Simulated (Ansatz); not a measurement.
Sb(Cl)2(OMe) (CH₃Cl₂OSb), SMILES C[O][Sb]([Cl])[Cl].

Geometry: PBE0-D3(BJ)/def2-SVP. The structure was generated by enumeration; whether it is a known compound was not checked. The def2 effective core potentials stand for the cores of Sb; spin–orbit coupling is left out. One conformer was computed; it need not be the lowest.

Two levels are set side by side: PBE/def2-SVPD (Ansatz, an electronic-structure program) and PBE0/def2-SVPD (Ansatz). Energy differences of separate SCF runs at the same geometry; the states with an electron removed or added have multiplicity 2 and 2. Differences are taken from unrounded values.

| quantity | PBE0 |
|---|---|
| vertical ionisation energy (eV) | 10.46 |
| vertical singlet–triplet gap (eV) | 4.71 |

### Question
What does PBE give, and how far is it from PBE0? (The exact figures need the calculation; the answer reports its results.)

### Answer

```csv
quantity,PBE,PBE minus PBE0
vertical ionisation energy (eV),9.99,-0.46
vertical singlet–triplet gap (eV),4.52,-0.19
```
